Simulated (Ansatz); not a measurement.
Consider the formal exchange of groups at the Si–N bond: `Cl[SiH2][NH][GeH2][Cl]` + `FC[SiH3]` → `FC([SiH3])[SiH2]Cl` + `[NH2][GeH2][Cl]`.

Gas-phase electronic energies from Ansatz, PBE0-D4/def2-TZVP geometries. CBS: MP2 limit from def2 TZ/QZ plus the TZ coupled-cluster correction, frozen cores. DFT in def2-TZVPP. B3LYP here is the variant with VWN-RPA as its local correlation; programs differ in this. For Ge outer-core shells are correlated without core-valence functions, which leaves a few kJ/mol of doubt a bond. Scalar relativity is left out up to krypton. One conformer a species, not always the lowest.

`Cl[SiH2][NH][GeH2][Cl]`:

Cartesian coordinates in Å:
```
Cl 0.394 -2.199 2.102
Si 0.306 -0.220 1.527
N 0.661 0.002 -0.128
Ge -0.541 0.190 -1.487
Cl -0.729 2.280 -1.996
H 1.291 0.488 2.373
H -1.083 0.230 1.755
H 1.631 0.012 -0.408
H -1.907 -0.278 -0.988
H -0.022 -0.505 -2.748
```

`FC[SiH3]`:

Z-matrix (Å, degrees):
```
C
Si 1 1.895
F 1 1.391 2 110.4
H 1 1.095 2 111.2 3 120.0
H 1 1.095 2 111.2 3 -120.0
H 2 1.484 1 110.0 3 60.5
H 2 1.484 1 110.0 3 -60.5
H 2 1.488 1 107.8 3 180.0
```

`FC([SiH3])[SiH2]Cl`:

Z-matrix (Å, degrees):
```
C
Si 1 1.900
Si 1 1.883 2 114.0
F 1 1.403 2 108.9 3 -122.5
H 1 1.099 2 108.1 3 120.7
H 2 1.485 1 110.0 3 54.7
H 2 1.486 1 108.0 3 -64.9
H 2 1.483 1 109.2 3 175.3
Cl 3 2.051 1 110.5 2 173.1
H 3 1.483 1 108.3 2 54.4
H 3 1.480 1 110.1 2 -67.4
```

`[NH2][GeH2][Cl]`:

Cartesian coordinates in Å:
```
N -0.506 -0.984 0.454
Ge 0.514 0.436 -0.043
Cl -0.465 1.702 -1.517
H -0.706 -1.645 -0.284
H -1.367 -0.747 0.926
H 1.784 -0.085 -0.717
H 0.746 1.324 1.181
```

| level | ΔE (kcal/mol) | difference from CCSD(T)/CBS |
| --- | --- | --- |
| PBE-D4 | 15.9 | -3.2 |
| r2SCAN-D4 | 17.6 | -1.5 |
| PBE0-D4 | 17.4 | -1.7 |
| B3LYP-D4 | 18.6 | -0.5 |
| ωB97X-V | 18.3 | -0.8 |
| ωB97M-V | 18.2 | -0.9 |
| B2PLYP | 19.3 | 0.2 |
| PBE | 15.9 | -3.2 |
| r2SCAN | 17.6 | -1.5 |
| PBE0 | 17.4 | -1.7 |
| B3LYP | 18.6 | -0.5 |
| HF/def2-TZVPP | 22.3 | 3.2 |
| MP2/def2-TZVPP | 20.0 | 0.9 |
| SCS-MP2/def2-TZVPP | 20.3 | 1.2 |
| CCSD/def2-TZVPP | 19.8 | 0.7 |
| CCSD(T)/def2-TZVPP | 19.3 | 0.2 |
| HF/def2-QZVPP | 22.6 | 3.5 |
| MP2/def2-QZVPP | 20.0 | 0.9 |
| SCS-MP2/def2-QZVPP | 20.3 | 1.2 |
| HF/CBS(def2) | 22.7 | 3.6 |
| MP2/CBS(def2) | 19.9 | 0.8 |
| CCSD/CBS(def2) | 19.6 | 0.5 |
| CCSD(T)/CBS | 19.1 | 0 |

Largest T1 diagnostic among the species: 0.011.

From PBE to PBE0 (25 % exact exchange), in def2-TZVPP and without D4, ΔE moves by +1.5 kcal/mol. In def2-TZVPP, CCSD(T) changes the Hartree–Fock value by −3.1 kcal/mol (the triples alone add −0.5 kcal/mol) and MP2 by −2.3 kcal/mol.
